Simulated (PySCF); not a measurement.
From one molecule to another.

First species: C5H12SSi.
Geometry (GFN2-xTB, Å), atoms numbered from 1 in this order:
```
atom  x, y, z in Å
C1    -3.1373   -0.3966    0.2438
Si2   -1.4072   -0.7434   -0.4509
C3    -0.1946    0.5524    0.2481
C4     1.2204    0.3811   -0.2742
C5     1.9449   -0.8902    0.1795
S6     3.4905    0.0243    0.5330
C7     2.2592    1.3572    0.2960
H8    -3.1512   -0.4553    1.3286
H9    -3.8534   -1.1201   -0.1320
H10   -3.4916    0.5914   -0.0366
H11   -1.4151   -0.6410   -1.9160
H12   -0.9718   -2.0911   -0.0633
H13   -0.5383    1.5565   -0.0114
H14   -0.1765    0.5048    1.3395
H15    1.2183    0.4377   -1.3658
H16    1.5431   -1.3160    1.0974
H17    2.0703   -1.6685   -0.5686
H18    1.9759    1.7837    1.2575
H19    2.6047    2.1423   -0.3721
```

Second species: 1-isopropylhydrazine, C₃H₁₀N₂.
Bonds: C1–C2, C2–C3, C2–N4, N4–N5. Hydrogens: H6, H7, H8 on C1; H9 on C2; H10, H11, H12 on C3; H13 on N4; H14, H15 on N5.

Levels: CAM-B3LYP/def2-SVPD for dipole moment, HOMO energy, LUMO energy, HOMO–LUMO gap, static isotropic polarisability and electronic spatial extent ⟨r²⟩ about the centre of nuclear charge; TDDFT CAM-B3LYP/def2-SVPD for lowest singlet excitation; TDA CAM-B3LYP/def2-SVPD for lowest triplet excitation (Tamm–Dancoff); GFN2-xTB for rotational constant A and rotational constant C. Geometries: GFN2-xTB. Each species is one conformer at its optimised geometry, gas phase, non-relativistic unless stated. Electronic properties by PySCF.

Dipoles, sizes and rotational constants follow the conformer. The torsions of the flexible species, by atom-mapped SMILES:
- `[CH3:1][SiH2:2][CH2:3][CH:4]1[CH2:5][S:6][CH2:7]1`: C1–Si2–C3–C4 -179°, Si2–C3–C4–C5 -67°
- `[CH3:1][CH:2]([CH3:3])[NH:4][NH2:5]`: C1–C2–N4–N5 176°, H–N5–N4–C2 -176°, H–N5–N4–C2 -63°

**Question.** Which of the two has the higher T1 energy, and by how much?

**Answer.** The second: 5.03 eV against 4.19 eV, a difference of 0.84 eV.

**Question.** Which has the higher rotational constant C?

**Answer.** The second: 2.762 GHz against 0.660 GHz, a difference of 2.102 GHz.

**Question.** Which of the two has the higher rotational constant A, and by how much?

**Answer.** The second: 7.722 GHz against 5.768 GHz, a difference of 1.954 GHz.

**Question.** Which has the higher HOMO energy?

**Answer.** The second: -7.06 eV against -7.59 eV, a difference of 0.53 eV.

**Question.** Which has the higher S1 energy?

**Answer.** The second: 5.26 eV against 4.65 eV, a difference of 0.61 eV.

**Question.** Which has the higher dipole moment?

**Answer.** The first: 2.45 D against 0.24 D, a difference of 2.21 D.

**Question.** Which of the two has the higher static isotropic polarisability, and by how much?

**Answer.** The first: 104.2 au against 57.0 au, a difference of 47.2 au.

**Question.** Which of the two has the higher LUMO energy, and by how much?

**Answer.** The second: 1.49 eV against 0.98 eV, a difference of 0.51 eV.

On the first: The dipole equals about 8.2 × 10⁻³⁰ C·m (1 D = 3.33564 × 10⁻³⁰ C·m). S1 lies 3.92 eV below the HOMO–LUMO gap; its leading configuration is HOMO→LUMO, weight 0.84.

On the second: The principal polarisabilities are 51.4, 56.0 and 63.6 au; their mean is the isotropic value. The vertical singlet–triplet gap S1 − T1 is 0.23 eV (TDDFT singlet less Tamm–Dancoff triplet; S1: HOMO→LUMO, weight 0.62; T1: HOMO→LUMO, weight 0.55, beside HOMO→LUMO+1, weight 0.30).
